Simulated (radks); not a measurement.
All-electron atom: Tm VI in [Kr] 4d10 4f11 5s2 5p5.

Calculated with a radial shooting solver on a logarithmic mesh with Libxc functionals: Dirac Kohn-Sham, PBE, spin-unpolarised, spherical densities, finite nucleus; open shells fill j = l - 1/2 first; Fermi nuclear charge, rms radius 5.2256 fm.

Energy parts (eV):
part                      energy
total                 -369382.10
kinetic                408954.53
electron-nucleus      -910960.57
Hartree                140360.84
exchange-correlation    -7736.89

Orbitals (lengths in bohr, moments of r in powers of bohr; r(max) is where P^2 peaks; r(90%) holds 90 % of the orbital's charge):
orbital,occ.,eigenvalue (eV),r(max),<r^2>,r(90%)
1s1/2,2,-59275.44,0.01261,0.0005486,0.0363
2s1/2,2,-10056.16,0.07208,0.008458,0.131
2p1/2,2,-9589.494,0.05403,0.006090,0.116
2p3/2,4,-8609.408,0.06035,0.007305,0.126
3s1/2,2,-2317.788,0.2035,0.05572,0.324
3p1/2,2,-2112.180,0.1912,0.05148,0.316
3p3/2,4,-1905.262,0.2043,0.05828,0.335
3d3/2,4,-1554.069,0.1611,0.04578,0.308
3d5/2,6,-1508.859,0.1648,0.04766,0.313
4s1/2,2,-515.5011,0.4645,0.2789,0.714
4p1/2,2,-432.6925,0.4662,0.2904,0.735
4p3/2,4,-385.7166,0.4940,0.3274,0.780
4d3/2,4,-249.2547,0.4953,0.3657,0.843
4d5/2,6,-240.6509,0.5042,0.3800,0.859
5s1/2,2,-117.5003,1.066,1.532,1.67
5p1/2,2,-93.1599,1.145,1.835,1.84
5p3/2,3,-85.9627,1.219,2.071,1.96
4f5/2,6,-74.4516,0.4860,0.6138,1.17
4f7/2,5,-73.0891,0.4909,0.6307,1.18
5d3/2,0,-52.4100,1.494,3.371,2.54
5d5/2,0,-51.5488,1.522,3.482,2.58
6s1/2,0,-44.4127,2.401,7.034,3.52

The highest occupied level is 4f7/2 at -73.089 eV. The density falls to 0.001 e/bohr^3 at r = 2.83 bohr. Summed over all electrons, <r^2> = 26.95 bohr^2, which gives a Langevin (diamagnetic) susceptibility term of -21.3 x 10^-6 cm^3/mol. The electron density at the nucleus is 9.498e+05 e/bohr^3.
